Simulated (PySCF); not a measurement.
C3H3 (SMILES [C]#CC), doublet, geometry from GFN2-xTB, with bond 4-3 at 1.3 times its length. Base run: HF/3-21G run with PySCF.

PySCF was given this input:
```python
from pyscf import gto, scf

mol = gto.M(
    atom='''
C     0.00175930   -0.00079138    0.33446282
C     0.00804284   -0.00361788    1.52903105
C    -0.00590540    0.00265640   -1.12268107
H     0.05372985    1.33848990   -1.58647743
H     0.85747672   -0.55120368   -1.48748952
H    -0.92082503   -0.46849982   -1.47793980
''',
    basis='3-21g',
    spin=1,
    verbose=4,
)

mf = scf.UHF(mol)
mf.kernel()
```

Variants of this job, named by their change:

| change | ΔE vs base (mEh) | SCF cycles | <S^2> | outcome |
|---|---|---|---|---|
| base | 0.000 | 22 | 0.765 | converged |
| init_guess = atom | 0.000 | 21 | 0.765 | converged |
| conv_tol = 1e-12 | 0.000 | 32 | 0.765 | converged |
| solver = newton | 0.000 | - | 0.765 | converged |
| solver = newton; init_guess = 1e | -32.122 | - | 1.136 | another SCF solution |
| init_guess = mod_huckel | -32.122 | 18 | 1.136 | another SCF solution |
| diis_space = 12 | 0.000 | 19 | 0.765 | converged |
| diis = off (with mf.max_cycle = 100) | - | 100 | - | not converged |
| conv_tol = 1e-6 | -0.031 | 12 | 0.766 | converged |
| diis_space = 2 | - | 50 | - | not converged |
| init_guess = huckel | -32.122 | 18 | 1.136 | another SCF solution |
| level_shift = 0.3 (with mf.max_cycle = 100) | 0.000 | 44 | 0.765 | converged |
| diis = off; damp = 0.6 (with mf.diis_start_cycle = 200; with mf.max_cycle = 150) | - | 150 | - | not converged |

A guess, shift, damping, solver or small numerical setting can't move a converged solution much, so rows marked as another SCF solution ended in a different state.

Open shells are given as the SCF converged; they aren't shown to be the lowest states, and a large step between rows can be another state.
